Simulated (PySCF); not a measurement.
A side-by-side comparison of computed properties.

First species: C₅H₁₁FOSi.
Atom-mapped SMILES: `[CH3:1][O:2][C@@H:3]1[C@H:4]([SiH3:5])[C@H:6]1[CH2:7][F:8]` (hydrogens: H9, H10, H11 on C1; H12 on C3; H13 on C4; H14, H15, H16 on Si5; H17 on C6; H18, H19 on C7)

Second species: CH15NOSi5.
InChI=1S/CH15NOSi5/c2-8(7-5)3-6-1-4/h8H,1-2,6-7H2,4-5H3/t8-/m1/s1

Levels: PBE0/pcSseg-1 for HOMO energy, LUMO energy and HOMO–LUMO gap. Geometries: GFN2-xTB. Each species is one conformer at its optimised geometry, gas phase, non-relativistic unless stated; the electronic structure was computed with PySCF and density fitting.

The conformers computed, where there is a choice (atom-mapped SMILES and torsion angles):
- `[CH3:1][O:2][C@@H:3]1[C@H:4]([SiH3:5])[C@H:6]1[CH2:7][F:8]`: C1–O2–C3–C4 -87°, C4–C6–C7–F8 36°

The conformers of `N[Si@H](O[SiH2]C[SiH3])[SiH2][SiH3]` aren't listed.

Values for the first species:

* HOMO energy: -7.32 eV
* LUMO energy: 0.99 eV
* HOMO–LUMO gap: 8.31 eV

Q: Estimate the same properties for the second species, and the change in each.

A: 
```json
{"property": "HOMO energy", "first": "-7.32 eV", "second": "-7.13 eV", "second less first": "+0.19 eV"}
{"property": "LUMO energy", "first": "0.99 eV", "second": "-0.44 eV", "second less first": "-1.43 eV"}
{"property": "HOMO–LUMO gap", "first": "8.31 eV", "second": "6.69 eV", "second less first": "-1.62 eV"}
```

On the second:  GFN2-xTB frequencies show an imaginary mode (31i cm⁻¹), so this geometry is no minimum at that level.
